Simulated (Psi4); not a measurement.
C6H15Al (SMILES [CH3][Al]([CH3])[C](C)(C)C), singlet, at a GFN2-xTB geometry (such geometries of metal compounds can be far from the true shape), atoms displaced at random by about 0.08 Å a coordinate; R2SCAN/STO-3G, gradient in Psi4 1.11.

Here is a job for Psi4.
```
memory 2 GB

molecule mol {
0 1
Al    1.039025   -0.293597    0.169042
C     2.290385    0.286318   -1.349619
H     3.250794   -0.144565   -1.322139
H     2.378246    1.452595   -1.563741
H     1.991755   -0.128237   -2.362522
C     1.651248   -1.124150    1.660122
H     0.914011   -2.255156    1.852583
H     1.366590   -0.740258    2.636135
H     2.653258   -1.356264    1.695037
C    -0.958295    0.148123   -0.047666
C    -1.778213   -0.924493   -0.925087
C    -1.652767    0.363109    1.208407
C    -1.101866    1.607121   -0.983685
H    -2.722738   -0.645030   -1.086978
H    -1.565841   -1.761429   -0.213873
H    -1.309106   -1.092057   -1.927078
H    -1.554775   -0.580480    1.857686
H    -1.132778    1.189778    1.870373
H    -2.613038    0.575768    1.306170
H    -0.737508    2.252789   -0.240801
H    -0.863817    1.490601   -1.950135
H    -2.142087    1.662261   -1.020000
symmetry c1
no_reorient
no_com
}

set {
  basis sto-3g
  reference rks
}

gradient('r2scan')
print_variables()
```

Write the output that Psi4 gives for this input, abridged.


```
gradient() will perform analytic gradient computation.

   => Loading Basis Set <=

    Name: STO-3G
    Role: ORBITAL
    Keyword: BASIS

         ---------------------------------------------------------
                                   SCF
               by Justin Turney, Rob Parrish, Andy Simmonett
                          and Daniel G. A. Smith
                              RKS Reference
         ---------------------------------------------------------

  ==> Geometry <==

    Molecular point group: c1
    Full point group: C1

    Geometry (in Angstrom), charge = 0, multiplicity = 1:

       Center              X                  Y                   Z               Mass
    ------------   -----------------  -----------------  -----------------  -----------------
         AL           1.039025000000    -0.293597000000     0.169042000000    26.981538530000
         C            2.290385000000     0.286318000000    -1.349619000000    12.000000000000
         H            3.250794000000    -0.144565000000    -1.322139000000     1.007825032230
         H            2.378246000000     1.452595000000    -1.563741000000     1.007825032230
         H            1.991755000000    -0.128237000000    -2.362522000000     1.007825032230
         C            1.651248000000    -1.124150000000     1.660122000000    12.000000000000
         H            0.914011000000    -2.255156000000     1.852583000000     1.007825032230
         H            1.366590000000    -0.740258000000     2.636135000000     1.007825032230
         H            2.653258000000    -1.356264000000     1.695037000000     1.007825032230
         C           -0.958295000000     0.148123000000    -0.047666000000    12.000000000000
         C           -1.778213000000    -0.924493000000    -0.925087000000    12.000000000000
         C           -1.652767000000     0.363109000000     1.208407000000    12.000000000000
         C           -1.101866000000     1.607121000000    -0.983685000000    12.000000000000
         H           -2.722738000000    -0.645030000000    -1.086978000000     1.007825032230
         H           -1.565841000000    -1.761429000000    -0.213873000000     1.007825032230
         H           -1.309106000000    -1.092057000000    -1.927078000000     1.007825032230
         H           -1.554775000000    -0.580480000000     1.857686000000     1.007825032230
         H           -1.132778000000     1.189778000000     1.870373000000     1.007825032230
         H           -2.613038000000     0.575768000000     1.306170000000     1.007825032230
         H           -0.737508000000     2.252789000000    -0.240801000000     1.007825032230
         H           -0.863817000000     1.490601000000    -1.950135000000     1.007825032230
         H           -2.142087000000     1.662261000000    -1.020000000000     1.007825032230

  Running in c1 symmetry.

  Rotational constants: A =      0.07823  B =      0.04833  C =      0.03787 [cm^-1]
  Rotational constants: A =   2345.13128  B =   1448.84567  C =   1135.36023 [MHz]
  Nuclear repulsion =  367.486745354148411

  Charge       = 0
  Multiplicity = 1
  Electrons    = 64
  Nalpha       = 32
  Nbeta        = 32

  ==> Algorithm <==

  SCF Algorithm Type is DF.
  DIIS enabled.
  MOM disabled.
  Fractional occupation disabled.
  Guess Type is SAD.
  Energy threshold   = 1.00e-08
  Density threshold  = 1.00e-08
  Integral threshold = 1.00e-12

  ==> Primary Basis <==

  Basis Set: STO-3G
    Blend: STO-3G
    Number of shells: 38
    Number of basis functions: 54
    Number of Cartesian functions: 54
    Spherical Harmonics?: true
    Max angular momentum: 1

  ==> DFT Potential <==

   => LibXC <=

    Version 7.1.2
    S. Lehtola, C. Steigemann, M. J. T. Oliveira, and M. A. L. Marques,  SoftwareX 7, 1–5 (2018) (10.1016/j.softx.2017.11.002)

   => Composite Functional: R2SCAN <=

    r2SCAN Meta-GGA XC Functional  (0.1021/acs.jpclett.0c02405)
[...]
  @DF-RKS Final Energy:  -474.08698051229396
    Total Energy =                       -474.0869805122939624
[...]
    Number of basis functions: 54
    Number of Cartesian functions: 54
    Spherical Harmonics?: true
    Max angular momentum: 1

  ==> DFJKGrad: Density-Fitted SCF Gradients <==

    Gradient:                    1
    J tasked:                  Yes
    K tasked:                   No
    wK tasked:                  No
    Integrals threads:           1
    Schwarz Cutoff:          1E-12
    Fitting Condition:       1E-10

   => Auxiliary Basis Set <=

  Basis Set: (STO-3G AUX)
    Blend: DEF2-UNIVERSAL-JKFIT
    Number of shells: 278
    Number of basis functions: 848
    Number of Cartesian functions: 989
    Spherical Harmonics?: true
    Max angular momentum: 4

  ==> DFT Potential <==

   => LibXC <=

    Version 7.1.2
    S. Lehtola, C. Steigemann, M. J. T. Oliveira, and M. A. L. Marques,  SoftwareX 7, 1–5 (2018) (10.1016/j.softx.2017.11.002)

   => Composite Functional: R2SCAN <=

    r2SCAN Meta-GGA XC Functional  (0.1021/acs.jpclett.0c02405)
    J. W. Furness, A. D. Kaplan, J. Ning, J. P. Perdew, J. Sun  J. Phys. Chem. Lett.  11, 8208–8215, 2020

    Deriv               =              1
    GGA                 =           TRUE
    Meta                =           TRUE

    Exchange Hybrid     =          FALSE
    MP2 Hybrid          =          FALSE

   => Exchange Functionals <=

    1.0000   XC_MGGA_X_R2SCAN

   => Correlation Functionals <=

    1.0000   XC_MGGA_C_R2SCAN

   => LibXC Density Thresholds  <==

    XC_MGGA_C_R2SCAN:  1.00E-15
    XC_MGGA_X_R2SCAN:  1.00E-11

   => Molecular Quadrature <=

    Radial Scheme          =       TREUTLER
    Pruning Scheme         =           NONE
    Nuclear Scheme         =       TREUTLER

    Blocking Scheme        =         OCTREE
    BS radius alpha        =              1
    Pruning alpha          =              1
    Radial Points          =             75
    Spherical Points       =            302
    Total Points           =         461405
    Total Blocks           =           3370
    Max Points             =            256
    Max Functions          =             51
    Weights Tolerance      =       1.00E-15

  -Total Gradient:
     Atom            X                  Y                   Z
    ------   -----------------  -----------------  -----------------
       1        0.027632665895    -0.047265862309     0.077602543667
       2        0.057588864741    -0.032241131693     0.022725915388
       3       -0.043902576320     0.004897386399    -0.019406566146
       4        0.002022012709     0.055446130923    -0.018443044049
       5        0.012904845787    -0.010534420417    -0.021949282401
       6        0.110604134542     0.096635987970    -0.054650052751
       7       -0.063985155795    -0.076421497822     0.027540836154
       8       -0.003571201495    -0.021344214174    -0.004148307543
       9       -0.059588031290     0.022645948950    -0.002459151540
      10       -0.039525934701    -0.034554219531     0.131769902349
      11       -0.149206221034     0.026625934711    -0.041276915153
      12       -0.118527213879     0.015858697888    -0.125832252902
      13        0.025800316759     0.093484360070    -0.125987255720
      14        0.101873857370    -0.021141064397     0.003364482818
      15        0.030689250576     0.012311573826     0.028856927971
      16        0.001261977974     0.001853842680    -0.017361996931
      17       -0.000494869554    -0.022822632704     0.015365634464
      18        0.017145790679     0.032175330568     0.028739006008
      19        0.119995325413    -0.029156985199     0.014936241875
      20       -0.024816655582    -0.048718017222     0.002906540864
      21       -0.056307144775    -0.000916992873     0.083188679870
      22        0.052127520218    -0.016878152816    -0.005237571968

  Variable Map:
  ----------------------------------------------------------------------------
[...]
  Array Variable Map:
  ----------------------------------------------------------------------------
[...]
[...]
```
